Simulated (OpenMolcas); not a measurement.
A calculation on P I.

```json
{
 "Program": "OpenMolcas",
 "Method": "SS-RASPT2, IPEA 0.25 Eh, imaginary shift 0.1 Eh (closed shells correlated: 2s 2p 3s)",
 "Basis": "ANO-RCC-VQZP [6s5p3d2f1g]",
 "Scalar Hamiltonian": "DKH2, point nucleus",
 "Active space": "3 electrons in 9 orbitals (RAS2 3p; RAS3 3d 4s, at most 1 electron)",
 "State averaging": "2S+1 = 4 odd, 1 root; 2S+1 = 2 odd, 8 roots; 2S+1 = 4 even, 15 roots; 2S+1 = 2 even, 18 roots",
 "Spin-orbit coupling": "RASSI with atomic mean-field integrals over the reference wave functions, term energies averaged over their components"
}
```

(1) Which level of the active space comes out lowest?

(2) How high does 3s2 3p2 4s 4P 1/2 lie?

(3) How high does 3s2 3p2 4s 2P 3/2 lie?

(4) How high does 3s2 3p2 4s 4P 3/2 lie?

Measured values: NIST Handbook of Basic Atomic Spectroscopic Data.

Answers

(1) 3s2 3p3 4S* 3/2, with 100 % of that term; it is also the measured ground level.

(2) 60320 cm-1 above the lowest level; measured 55939 cm-1 above the ground level, so the calculation is off by +8 %.

(3) 63900 cm-1 above the lowest level; measured 58174 cm-1 above the ground level, so the calculation is off by +10 %.

(4) 60450 cm-1 above the lowest level; measured 56091 cm-1 above the ground level, so the calculation is off by +8 %.

Over all roots computed the reference weight is 0.90 to 0.96; the roots of lowest weight are the least certain, and an intruder state may touch them. ANO sets are built for valence states and can reach diffuse excited orbitals poorly, and with the s shell closed the s pⁿ⁺¹ terms that mix with these levels are absent. With the s shell closed, the reference lacks s² → p² mixing. Computed and measured levels are paired by configuration, term and J; levels that our copy of the source lacks, or whose pairing is in doubt (as where it misses far off the trend of its configuration), stay unpaired and out of the deviations. Levels of configurations outside the active space are missing.

* marks odd parity.
